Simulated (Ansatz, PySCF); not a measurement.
This Ansatz (a quantum-chemistry and plane-wave program) input computes a B3LYP/def2-TZVPD energy:

Ansatz 0.2 input:
```yaml
crystal:
  periodic: [false, false, false]
  atoms:
    - {symbol: B, position_ang: [-0.00000000, -0.00000000, -0.78400376]}
    - {symbol: B, position_ang: [0.00000000, 0.00000000, 0.78400376]}
basis:
  gaussian:
    orbitals: def2-TZVPD
hamiltonian:
  xc: {name: B3LYP}
magnetization: {spin_polarized: true, initial_magnetization: 2}
output: {forces: true}
```

### Question
Write an input for the same energy in PySCF and say what it gives.

### Answer

```python
from pyscf import gto, scf, dft

mol = gto.M(
    atom='''
    B    -0.00000000   -0.00000000   -0.78400376
    B     0.00000000    0.00000000    0.78400376
    ''',
    basis='def2-tzvpd',
    charge=0,
    spin=2,
    symmetry='D2h',
    verbose=4,
)

mf = dft.UKS(mol, xc='b3lyp').density_fit(auxbasis='def2-universal-jkfit')
mf.grids.level = 3
mf.conv_tol = 1e-9
mf.max_cycle = 100
mf.max_memory = 1500
mf.kernel()
if not mf.converged:
    mf = mf.newton()
    mf.kernel(mf.make_rdm1())
mf.analyze()
```
It gives -49.42292 Eh, and Ansatz -49.43151 Eh, a difference of 8.59 mEh. That is more than fitting and grids explain: the two runs ended on different electronic states or use different definitions.
